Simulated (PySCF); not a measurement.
**Two structures, one formula**

Two relaxed structures of LiInH₂, closed shell (PBE0-D4/def2-TZVP; forces vanish, vibrations not checked).

A:

Li1  (0.949, -0.512, 0.587)
In2  (-1.194, 0.639, -0.754)
H3  (-0.363, -1.181, -0.317)
H4  (0.454, 1.128, 0.360)
(Å)

B:

```
4
angstrom
Li -2.2216 -0.0065 -1.3926
In -0.0647 0.5356 -0.1123
H -1.7035 1.5416 -0.8858
H 0.7596 1.9676 0.5499
```

PySCF 2.14 with density fitting (its default auxiliary sets; JK sets also for MP2 and CCSD(T)); basis: def2-TZVPP; cores frozen in the correlated methods. Filled d shells of the heavier atoms are correlated. Core potentials replace the inner electrons of the atoms past krypton. The outer core shell of Li, Na, Mg and K is correlated. The def2 sets are not built for correlating such inner shells, so the correlated values are less sure here. B3LYP uses VWN-RPA correlation.

Task: Which structure is lower at CCSD(T), and by how much? (Judge from chemistry; the value comes from the calculation.)

Result: The calculation gives: A, by 0.637 eV (electronic energy, against the other). By their contacts, A is LiInH₂ ([H]1[Li]2[H][In]12) and B is LiInH₂ ([H]1[Li][InH]1).

All methods give the same order:

| method | E(B) − E(A) (eV) |
| --- | --- |
| PBE-D4 | 0.677 |
| r2SCAN-D4 | 0.621 |
| PBE0-D4 | 0.648 |
| B3LYP-D4 | 0.727 |
| wB97M-V | 0.631 |
| HF | 0.634 |
| MP2 | 0.663 |
| CCSD | 0.643 |
| CCSD(T) | 0.637 |

No T1 diagnostic of these runs exceeds 0.018. The restricted Hartree–Fock reference is unstable towards an unrestricted one at one or more of these structures.

Labels in which every atom is bracketed show which atoms are joined, not bond orders.

For scale, one of the runs: CCSD(T)/def2-TZVPP, 97 basis functions, launched by `OMP_NUM_THREADS=2 python run.py`. Hardware: 2 CPU threads of an AMD EPYC 7B13, shared host. Wall time about 43 s.
